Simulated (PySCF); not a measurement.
C₆F₆, SMILES Fc1c(F)c(F)c(F)c(F)c1F (connectivity only; charge and spin as stated), charge -1, multiplicity 2. Atoms are numbered in the order given.

```xyz
12

F      1.3695    -2.3870    -0.2158
C      0.6877    -1.2067    -0.0422
C     -0.6877    -1.2067    -0.0422
F     -1.3695    -2.3870    -0.2158
C     -1.4121     0.0000    -0.0263
F     -2.7011     0.0000     0.5054
C     -0.6877     1.2067    -0.0422
F     -1.3695     2.3870    -0.2158
C      0.6877     1.2067    -0.0422
F      1.3695     2.3870    -0.2158
C      1.4121     0.0000    -0.0263
F      2.7011     0.0000     0.5054
```
Charge -1, spin multiplicity 2.

Geometry optimised at B3LYP-D3(BJ)/def2-SVPD. The multiplicity is an assumed one; no other spin state was optimised.

All values below come from PBE/def2-SVPD in PySCF.

Mulliken values depend strongly on the basis, most of all with diffuse functions as here. ESP charges are fitted to the potential on shells at 1.4 to 2.0 van der Waals radii. Atomic charges (e):

```json
[
 {"atom": "F1", "ESP fit": "-0.21", "meta-Löwdin": "-0.29", "Mulliken": "-0.52", "Mulliken spin": "-0.01"},
 {"atom": "C2", "ESP fit": "0.10", "meta-Löwdin": "0.15", "Mulliken": "0.36", "Mulliken spin": "0.08"},
 {"atom": "C3", "ESP fit": "0.10", "meta-Löwdin": "0.15", "Mulliken": "0.36", "Mulliken spin": "0.08"},
 {"atom": "F4", "ESP fit": "-0.21", "meta-Löwdin": "-0.29", "Mulliken": "-0.52", "Mulliken spin": "-0.01"},
 {"atom": "C5", "ESP fit": "-0.10", "meta-Löwdin": "0.08", "Mulliken": "0.28", "Mulliken spin": "0.38"},
 {"atom": "F6", "ESP fit": "-0.19", "meta-Löwdin": "-0.31", "Mulliken": "-0.46", "Mulliken spin": "-0.03"},
 {"atom": "C7", "ESP fit": "0.10", "meta-Löwdin": "0.15", "Mulliken": "0.36", "Mulliken spin": "0.08"},
 {"atom": "F8", "ESP fit": "-0.21", "meta-Löwdin": "-0.29", "Mulliken": "-0.52", "Mulliken spin": "-0.01"},
 {"atom": "C9", "ESP fit": "0.10", "meta-Löwdin": "0.15", "Mulliken": "0.36", "Mulliken spin": "0.08"},
 {"atom": "F10", "ESP fit": "-0.21", "meta-Löwdin": "-0.29", "Mulliken": "-0.52", "Mulliken spin": "-0.01"},
 {"atom": "C11", "ESP fit": "-0.10", "meta-Löwdin": "0.08", "Mulliken": "0.28", "Mulliken spin": "0.38"},
 {"atom": "F12", "ESP fit": "-0.19", "meta-Löwdin": "-0.31", "Mulliken": "-0.46", "Mulliken spin": "-0.03"}
]
```
